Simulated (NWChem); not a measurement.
All runs are NWChem calculations. System: C5H5F, charge 0, spin multiplicity 1, at a geometry optimised with B3LYP/def2-SVP. The structure started from a generated list of species. Level: RHF/def2-SVP.

The NWChem input:

```
start mol
memory heap 200 mb stack 800 mb global 1000 mb
geometry units angstroms nocenter noautoz
  C     -2.726184    -0.040359     0.000000
  C     -1.515177     0.040432     0.000000
  C     -0.092349     0.151112     0.000000
  F      0.358367     1.425768     0.000000
  C      0.776316    -0.873265     0.000000
  C      2.264983    -0.731181     0.000000
  H     -3.797600    -0.114866     0.000000
  H      0.342846    -1.876846     0.000000
  H      2.706902    -1.222207     0.884585
  H      2.570114     0.323784     0.000000
  H      2.706902    -1.222207    -0.884585
  symmetry group Cs
end
basis spherical
  * library def2-svp
end
scf
  rhf
  nopen 0
  maxiter 100
  thresh 1e-7
  semidirect memsize 60000000 filesize 0
end
task scf energy
```

Part of the output:

```
             Northwest Computational Chemistry Package (NWChem) 7.3.0
             --------------------------------------------------------

                                NWChem Input Module
                                -------------------

 Scaling coordinates for geometry "geometry" by  1.889725989
 (inverse scale =  0.529177249)

 Turning off AUTOSYM since
 SYMMETRY directive was detected!

                             Geometry "geometry" -> ""
                             -------------------------

 Output coordinates in angstroms (scale by  1.889725989 to convert to a.u.)

  No.       Tag          Charge          X              Y              Z
 ---- ---------------- ---------- -------------- -------------- --------------
    1 C                    6.0000    -2.72618400    -0.04035900     0.00000000
    2 C                    6.0000    -1.51517700     0.04043200     0.00000000
    3 C                    6.0000    -0.09234900     0.15111200     0.00000000
    4 F                    9.0000     0.35836700     1.42576800     0.00000000
    5 C                    6.0000     0.77631600    -0.87326500     0.00000000
    6 C                    6.0000     2.26498300    -0.73118100     0.00000000
    7 H                    1.0000    -3.79760000    -0.11486600     0.00000000
    8 H                    1.0000     0.34284600    -1.87684600     0.00000000
    9 H                    1.0000     2.70690200    -1.22220700     0.88458500
   10 H                    1.0000     2.57011400     0.32378400     0.00000000
   11 H                    1.0000     2.70690200    -1.22220700    -0.88458500

 Effective nuclear repulsion energy (a.u.)     199.7501094116

            Nuclear Dipole moment (a.u.)
            ----------------------------
        X                 Y               Z
 ---------------- ---------------- ----------------
     0.0000018897     0.0000075589     0.0000000000

      Symmetry information
      --------------------

 Group name             Cs
 Group number              2
 Group order               2
 No. of unique centers    10

      Symmetry unique atoms

     1    2    3    4    5    6    7    8    9   10


 Summary of "ao basis" -> "" (spherical)
 ------------------------------------------------------------------------------
       Tag                 Description            Shells   Functions and Types
 ---------------- ------------------------------  ------  ---------------------
 *                          def2-svp                  on all atoms

 Summary of "ao basis" -> "ao basis" (spherical)
 ------------------------------------------------------------------------------
       Tag                 Description            Shells   Functions and Types
 ---------------- ------------------------------  ------  ---------------------
 C                          def2-svp                 6       14   3s2p1d
 F                          def2-svp                 6       14   3s2p1d
 H                          def2-svp                 3        5   2s1p

                                 NWChem SCF Module
                                 -----------------

  ao basis        = "ao basis"
  functions       =   109
  atoms           =    11
  closed shells   =    22
  open shells     =     0
  charge          =   0.00
  wavefunction    = RHF
  use symmetry    = T
  symmetry adapt  = T

 Summary of "ao basis" -> "ao basis" (spherical)
 ------------------------------------------------------------------------------
       Tag                 Description            Shells   Functions and Types
 ---------------- ------------------------------  ------  ---------------------
 C                          def2-svp                 6       14   3s2p1d
 F                          def2-svp                 6       14   3s2p1d
 H                          def2-svp                 3        5   2s1p

      Symmetry analysis of basis
      --------------------------

        a'         77
        a"         32

 Forming initial guess at       0.1s

      Superposition of Atomic Density Guess
      -------------------------------------

 Sum of atomic energies:        -289.91295906

      Non-variational initial energy
      ------------------------------

 Total energy =    -293.125431
 1-e energy   =    -789.544706
 2-e energy   =     296.669166
 HOMO         =      -0.256426
 LUMO         =      -0.013714

      Symmetry analysis of molecular orbitals - initial
      -------------------------------------------------

  Numbering of irreducible representations:

     1 a'          2 a"

  Orbital symmetries:

     1 a'          2 a'          3 a'          4 a'          5 a'
     6 a'          7 a'          8 a'          9 a'         10 a'
    11 a'         12 a'         13 a'         14 a"         15 a'
    16 a'         17 a"         18 a'         19 a'         20 a"
    21 a'         22 a"         23 a"         24 a'         25 a'
    26 a'         27 a'         28 a"         29 a'         30 a"
    31 a'         32 a'

 Starting SCF solution at       1.1s

 ----------------------------------------------
         Quadratically convergent ROHF

 Convergence threshold     :          1.000E-07
 Maximum no. of iterations :          100
 Final Fock-matrix accuracy:          1.000E-09
 ----------------------------------------------

              iter       energy          gnorm     gmax       time
             ----- ------------------- --------- --------- --------
                 1     -291.2885852686  1.04D+00  1.55D-01      1.2
                 2     -291.3585809101  4.70D-01  8.73D-02      1.3
                 3     -291.3718747555  4.17D-02  7.93D-03      1.5
                 4     -291.3720735143  7.57D-04  2.77D-04      1.8
                 5     -291.3720736741  4.41D-07  1.28D-07      2.4
                 6     -291.3720736741  9.19D-09  3.33D-09      2.8

       Final RHF  results
       ------------------

         Total SCF energy =   -291.372073674099
      One-electron energy =   -793.192473773794
      Two-electron energy =    302.070290688078
 Nuclear repulsion energy =    199.750109411617

        Time for solution =      1.7s

       Symmetry analysis of molecular orbitals - final
       -----------------------------------------------

  Numbering of irreducible representations:

     1 a'          2 a"

  Orbital symmetries:

     1 a'          2 a'          3 a'          4 a'          5 a'
     6 a'          7 a'          8 a'          9 a'         10 a'
    11 a'         12 a'         13 a'         14 a"         15 a'
    16 a'         17 a"         18 a'         19 a'         20 a"
    21 a'         22 a"         23 a"         24 a'         25 a'
    26 a'         27 a'         28 a"         29 a'         30 a"
    31 a'         32 a'

             Final eigenvalues
             -----------------

              1
    1  -26.2977
    2  -11.3466
    3  -11.2618
    4  -11.2599
    5  -11.2562
    6  -11.2450
    7   -1.5986
    8   -1.0950
    9   -1.0291
   10   -0.9468
   11   -0.8279
   12   -0.7684
   13   -0.7131
   14   -0.6934
   15   -0.6844
   16   -0.6086
   17   -0.5766
   18   -0.5660
   19   -0.5325
   20   -0.4598
   21   -0.4163
   22   -0.3422
   23    0.1110
   24    0.1679
   25    0.1921
   26    0.2039
   27    0.2264
   28    0.2568
   29    0.2710
   30    0.2946
   31    0.3566
   32    0.3890

                       ROHF Final Molecular Orbital Analysis
                       -------------------------------------

 Vector   20  Occ=2.000000D+00  E=-4.597805D-01  Symmetry=a"
              MO Center= -1.1D+00, -1.5D-03, -4.5D-17, r^2= 3.0D+00
   Bfn.  Coefficient  Atom+Function         Bfn.  Coefficient  Atom+Function
  ----- ------------  ---------------      ----- ------------  ---------------
    20      0.357792   2 C  pz                6      0.296657   1 C  pz
    34      0.250132   3 C  pz               23      0.217636   2 C  pz
    48      0.187103   4 F  pz                9      0.171883   1 C  pz
    51     -0.155871   4 F  pz               62      0.150958   5 C  pz

 Vector   21  Occ=2.000000D+00  E=-4.162838D-01  Symmetry=a'
              MO Center= -2.0D+00, -1.0D-03,  3.8D-17, r^2= 1.6D+00
   Bfn.  Coefficient  Atom+Function         Bfn.  Coefficient  Atom+Function
  ----- ------------  ---------------      ----- ------------  ---------------
    19      0.413729   2 C  py                5      0.398378   1 C  py
    22      0.278226   2 C  py                8      0.250293   1 C  py

 Vector   22  Occ=2.000000D+00  E=-3.422239D-01  Symmetry=a"
              MO Center= -4.5D-01, -2.8D-01,  3.0D-16, r^2= 3.8D+00
   Bfn.  Coefficient  Atom+Function         Bfn.  Coefficient  Atom+Function
  ----- ------------  ---------------      ----- ------------  ---------------
    62      0.329053   5 C  pz               34      0.309566   3 C  pz
     6     -0.290122   1 C  pz               65      0.288130   5 C  pz
    37      0.225264   3 C  pz                9     -0.214967   1 C  pz
    20     -0.195811   2 C  pz

 Vector   23  Occ=0.000000D+00  E= 1.110069D-01  Symmetry=a"
              MO Center= -5.4D-01, -3.2D-01,  4.1D-17, r^2= 4.4D+00
   Bfn.  Coefficient  Atom+Function         Bfn.  Coefficient  Atom+Function
  ----- ------------  ---------------      ----- ------------  ---------------
    65      0.553083   5 C  pz                9      0.481104   1 C  pz
    37     -0.379010   3 C  pz               23     -0.345304   2 C  pz
    62      0.334882   5 C  pz               34     -0.285774   3 C  pz
     6      0.262769   1 C  pz               96     -0.224139   9 H  s
   106      0.224139  11 H  s                20     -0.196633   2 C  pz

 Vector   24  Occ=0.000000D+00  E= 1.678792D-01  Symmetry=a'
              MO Center= -3.9D-01, -3.0D-01, -3.1D-17, r^2= 8.0D+00
   Bfn.  Coefficient  Atom+Function         Bfn.  Coefficient  Atom+Function
  ----- ------------  ---------------      ----- ------------  ---------------
    73      2.033690   6 C  s                31     -0.816959   3 C  s
    96     -0.740311   9 H  s               106     -0.740311  11 H  s
     8      0.618383   1 C  py               21      0.570499   2 C  px
    63     -0.565013   5 C  px              101     -0.565345  10 H  s
    22     -0.503133   2 C  py               91     -0.444101   8 H  s

 Vector   25  Occ=0.000000D+00  E= 1.920641D-01  Symmetry=a'
              MO Center=  7.9D-01, -1.1D+00, -4.7D-15, r^2= 8.8D+00
   Bfn.  Coefficient  Atom+Function         Bfn.  Coefficient  Atom+Function
  ----- ------------  ---------------      ----- ------------  ---------------
    73      2.323325   6 C  s                96     -1.091522   9 H  s
   106     -1.091522  11 H  s                91     -1.024097   8 H  s
   101     -0.589297  10 H  s                64     -0.555482   5 C  py
    21      0.524802   2 C  px               63     -0.477984   5 C  px
    35      0.471826   3 C  px               22      0.460126   2 C  py

 center of mass
 --------------
 x =  -0.09300333 y =   0.12375906 z =   0.00000000

 moments of inertia (a.u.)
 ------------------
         222.823084087725          84.461022607343           0.000000000000
          84.461022607343         805.358371114662           0.000000000000
           0.000000000000           0.000000000000        1016.916695508946

  Mulliken analysis of the total density
  --------------------------------------

    Atom       Charge   Shell Charges
 -----------   ------   -------------------------------------------------------
    1 C    6     6.29   1.99  0.88  0.52  1.93  0.94  0.03
    2 C    6     5.82   1.99  0.89  0.16  1.99  0.75  0.04
    3 C    6     5.70   1.99  0.89  0.22  1.94  0.56  0.10
    4 F    9     9.34   1.99  1.12  0.82  3.33  2.07  0.01
    5 C    6     6.18   1.99  0.89  0.30  2.00  0.96  0.04
    6 C    6     6.00   1.99  0.86  0.19  2.05  0.89  0.04
    7 H    1     0.90   0.72  0.15  0.03
    8 H    1     0.93   0.75  0.16  0.03
    9 H    1     0.94   0.75  0.17  0.03
   10 H    1     0.93   0.75  0.16  0.03
   11 H    1     0.94   0.75  0.17  0.03

       Multipole analysis of the density wrt the origin
       ------------------------------------------------

     L   x y z        total         open         nuclear
     -   - - -        -----         ----         -------
     0   0 0 0     -0.000000      0.000000     44.000000

     1   1 0 0     -0.032723      0.000000      0.000002
     1   0 1 0     -0.751843      0.000000      0.000008
     1   0 0 1     -0.000000      0.000000      0.000000

     2   2 0 0    -19.524788      0.000000    463.418353
     2   1 1 0     -0.781939      0.000000    -54.239982
     2   1 0 1     -0.000000      0.000000      0.000000
     2   0 2 0    -27.143462      0.000000    117.357264
     2   0 1 1     -0.000000      0.000000      0.000000
     2   0 0 2    -27.417363      0.000000      5.588649

 Task  times  cpu:        2.8s     wall:        2.8s

 Total times  cpu:        2.9s     wall:        2.9s
```
